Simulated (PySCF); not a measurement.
CH₅N₂, SMILES NC=[NH2+], charge +1.

Geometry optimised at PBE0-D3(BJ)/def2-TZVP. Other conformers were not sampled.

These are TDDFT-M06-2X/def2-SVPD (PySCF) values and carry that method's errors.

Vertical excitations.  State labels are in the subgroup C2v.

Computed UV-visible absorptions:
```csv
state,symmetry,energy (eV),λ (nm),f,main pairs
S1,B2,7.61,163,0.343,HOMO→LUMO 98 %
S2,A2,8.53,145,0.000,HOMO→LUMO+1 95 %
S3,A2,9.23,134,0.000,HOMO→LUMO+2 92 %
S4,B1,9.60,129,0.029,HOMO→LUMO+3 93 %
S5,B1,9.90,125,0.006,HOMO−2→LUMO 96 %
S6,B1,10.90,114,0.000,HOMO→LUMO+5 85 %
S7,A2,11.06,112,0.000,"HOMO→LUMO+4 75 %, HOMO→LUMO+6 17 %"
S8,A1,11.17,111,0.112,HOMO−1→LUMO 96 %
S9,A2,11.34,109,0.000,"HOMO→LUMO+6 75 %, HOMO→LUMO+4 15 %"
S10,A2,11.78,105,0.000,HOMO−3→LUMO 91 %
T1,B2,5.28,235,0,HOMO→LUMO 98 %
T2,A2,8.33,149,0,HOMO→LUMO+1 92 %
T3,A1,8.51,146,0,HOMO−1→LUMO 97 %
T4,A2,9.17,135,0,HOMO→LUMO+2 90 %
```
Triplets are in the Tamm–Dancoff approximation, which puts them higher than full response would, so one can lie above its singlet here.
